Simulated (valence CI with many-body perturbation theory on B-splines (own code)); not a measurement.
Forbidden lines of Nb VIII

Method: valence CI with perturbative core correlation (CI+MBPT): six valence electrons over a frozen Dirac-Fock core [Ar] 3d10, radial functions for each j: 9 s, 9 p, 8 d, 6 f, 3 g, 1 h, with the one-electron correlation potential Σ1, the two-electron term Σ2, the three-electron term Σ3, Breit, model QED; selected CI, second order for the rest, scaled by the run's own slope (own B-spline code, finite nucleus).

No measured spectrum was set against this ion. As an estimate, levels hold to about 250 cm⁻¹ or 0.2 % of their energy and the worst to 1 %, as in measured heavy ions of charge 2 to 7; those with d or f electrons hold less well. Among the levels kept, up to 970 cm⁻¹ of a level comes from second order outside the variational space, and about a tenth of that is noise between levels of different J, which matters for small intervals.

Lines 1 to 36 of 36 in falling wavelength, among levels below 44.725 eV, chosen from the decays that carry over 1 % of a level's rate. Wavelengths and rates use the calculated energies, so an error of 600 cm⁻¹ moves a line at 1388 nm by 8.3 % and its rate by three times that or more. Electric multipoles are in the length gauge, E1 and E2 with the static RPA response of the core. S is in atomic units (e²a₀⁴ for E2 and M2, e²a₀⁶ for E3), for M1 in squared Bohr magnetons. Weak lines are less certain than strong ones. Lines between different terms over intervals too small for the method are left out, as are lines whose strength nearly cancels.

Names give the largest LS component (configuration and term), which can be under half, so a name can repeat, a term be missing and a line seem to break the LS rules; names also repeat where a configuration has a term twice. Letters in brackets count levels of one name in rising energy.

```
λ vac (nm)             Upper                 Lower  Type   A (s⁻¹)  S (a.u.)
      2519  4s2 4p3 4d 3G°_5      4s2 4p3 4d 3G°_4    M1  7.62e-01  4.97e+00
      2228  4s2 4p3 4d 3F°_4  4s2 4p3 4d 3F°_3 [a]    M1  1.43e+00  5.28e+00
      1388  4s2 4p3 4d 3G°_4      4s2 4p3 4d 3F°_4    M1  9.42e-01  8.39e-01
      1191  4s2 4p3 4d 1G°_4      4s2 4p3 4d 3G°_3    M1  1.12e+00  6.33e-01
     894.7  4s2 4p3 4d 3G°_5      4s2 4p3 4d 3F°_4    M1  5.72e+00  1.67e+00
     855.0  4s2 4p3 4d 3G°_4  4s2 4p3 4d 3F°_3 [a]    M1  9.14e-01  1.91e-01
     835.2  4s2 4p3 4d 3F°_4      4s2 4p3 4d 3D°_3    M1  7.15e+00  1.39e+00
     690.6      4s2 4p4 1D_2          4s2 4p4 3P_1    M1  4.31e+00  2.63e-01
     684.9      4s2 4p4 3P_0          4s2 4p4 3P_2    E2  7.92e-02  1.07e+00
     595.6      4s2 4p4 3P_1          4s2 4p4 3P_2    M1  9.56e+01  2.25e+00
     576.0  4s2 4p3 4d 1G°_4  4s2 4p3 4d 3F°_3 [a]    M1  8.75e-01  5.58e-02
     521.4  4s2 4p3 4d 3G°_4      4s2 4p3 4d 3D°_3    M1  6.49e-01  3.07e-02
     335.9  4s2 4p3 4d 3F°_4      4s2 4p3 4d 5D°_4    M1  4.18e+01  5.28e-01
     319.8      4s2 4p4 1D_2          4s2 4p4 3P_2    M1  1.16e+02  7.06e-01
     299.6      4s2 4p4 1S_0          4s2 4p4 1D_2    E2  1.29e+01  2.78e+00
     270.4  4s2 4p3 4d 3G°_4      4s2 4p3 4d 5D°_4    M1  3.62e+01  2.39e-01
     259.3  4s2 4p3 4d 3G°_4      4s2 4p3 4d 5D°_3    M1  7.75e+00  4.51e-02
     244.2  4s2 4p3 4d 3G°_5      4s2 4p3 4d 5D°_4    M1  7.74e+00  4.59e-02
     244.2  4s2 4p3 4d 3G°_5      4s2 4p3 4d 5D°_4    E2  3.81e-01  3.25e-01
     234.5  4s2 4p3 4d 1G°_4      4s2 4p3 4d 5D°_4    M1  2.62e+01  1.13e-01
     226.1  4s2 4p3 4d 1G°_4      4s2 4p3 4d 5D°_3    M1  9.71e+00  3.74e-02
     208.9      4s2 4p4 1S_0          4s2 4p4 3P_1    M1  1.06e+03  3.59e-01
     120.8  4s2 4p3 4d 5D°_4          4s 4p5 3P°_2    E2  1.25e+00  2.58e-02
     88.87  4s2 4p3 4d 3F°_4          4s 4p5 3P°_2    E2  1.46e+01  6.53e-02
     83.52  4s2 4p3 4d 3G°_4          4s 4p5 3P°_2    E2  3.05e+00  9.95e-03
     79.75  4s2 4p3 4d 1G°_4          4s 4p5 3P°_2    E2  4.58e+00  1.19e-02
     34.05  4s2 4p3 4d 3F°_4          4s2 4p4 1D_2    M2  3.88e+01  1.43e-03
     33.87  4s2 4p3 4d 5D°_4          4s2 4p4 3P_2    M2  2.95e+01  1.06e-03
     33.23  4s2 4p3 4d 3G°_4          4s2 4p4 1D_2    M2  3.76e+00  1.22e-04
     32.62  4s2 4p3 4d 1G°_4          4s2 4p4 1D_2    M2  1.14e+01  3.38e-04
     32.62  4s2 4p3 4d 1G°_4          4s2 4p4 1D_2    E3  1.51e+00  1.70e+01
     31.71  4s2 4p3 4d 3G°_4          4s2 4p4 3P_1    E3  6.58e-01  6.07e+00
     30.77  4s2 4p3 4d 3F°_4          4s2 4p4 3P_2    E3  1.35e+00  1.01e+01
     30.10  4s2 4p3 4d 3G°_4          4s2 4p4 3P_2    M2  9.20e-01  1.83e-05
     29.75  4s2 4p3 4d 3G°_5          4s2 4p4 3P_2    E3  1.87e+00  1.35e+01
     29.60  4s2 4p3 4d 1G°_4          4s2 4p4 3P_2    M2  2.91e+00  5.30e-05
```
